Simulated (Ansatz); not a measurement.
`F[SiH](Cl)[SiH2]Cl` + SiH₄ → `F[SiH]([SiH3])[SiH2]Cl` + HCl  (formal exchange of groups at the Si–Cl bond)

Program: Ansatz. Geometries: PBE0-D4/def2-TZVP. ΔE: electronic, gas phase. CCSD(T)/CBS adds triple-zeta CCSD(T) − MP2 to the extrapolated MP2 energy (def2 sets, frozen cores). This one scheme is used for every species. Functionals use def2-TZVPP. B3LYP here is the variant with VWN-RPA as its local correlation; programs differ in this. Each species was taken in one conformer, which may not be the lowest.

`F[SiH](Cl)[SiH2]Cl`:

```xyz
8

F     1.850   -0.454    1.208
Si    0.328    0.012    1.111
Cl    0.204    1.945    1.775
Si   -0.368   -0.012   -1.125
Cl   -0.336   -1.955   -1.803
H    -0.462   -0.842    2.025
H    -1.756    0.501   -1.226
H     0.540    0.806   -1.965
```

SiH₄:

Z-matrix (Å, degrees):
```
Si
H 1 1.485
H 1 1.485 2 109.5
H 1 1.485 2 109.5 3 -120.0
H 1 1.485 2 109.5 3 120.0
```

`F[SiH]([SiH3])[SiH2]Cl`:

Z-matrix (Å, degrees):
```
Si
Si 1 2.345
Si 1 2.346 2 110.5
F 1 1.613 2 110.0 3 -121.3
H 1 1.489 2 110.4 3 120.0
H 2 1.487 1 110.2 3 174.4
H 2 1.487 1 110.0 3 53.8
H 2 1.486 1 108.6 3 -65.8
Cl 3 2.067 1 104.2 2 55.2
H 3 1.484 1 112.6 2 -61.6
H 3 1.484 1 114.2 2 173.0
```

HCl:

```xyz
2

Cl    0.474    0.059    0.425
H    -0.474   -0.059   -0.425
```

```csv
level,ΔE (kJ/mol)
PBE0-D4,95.5
ωB97X-V,105.0
PBE,93.5
r2SCAN,105.3
B3LYP,108.4
CCSD(T)/def2-TZVPP,103.7
HF/def2-QZVPP,125.0
MP2/def2-QZVPP,114.3
```

What does CCSD(T)/CBS give? (An estimate is asked.)

The calculation gave: +105.0 kJ/mol. The listed levels differ from it by -9.5, 0.0, -11.5, 0.3, 3.4, -1.3, 20.0, 9.3 kJ/mol.

Largest T1 diagnostic among the species: 0.012.

The D4 term adds −4.2 kJ/mol with B3LYP and −2.7 kJ/mol with PBE0; it sums over pairs of atoms, weighted by their polarisabilities, and B3LYP, whose exchange is more repulsive, gets the larger term. In def2-TZVPP, CCSD(T) changes the Hartree–Fock value by −20.5 kJ/mol (the triples alone add −1.7 kJ/mol) and MP2 by −11.0 kJ/mol.

CCSD(T)/CBS has its own doubt, a few kJ/mol and more with outer-core shells, so smaller differences from it don't rank the levels.
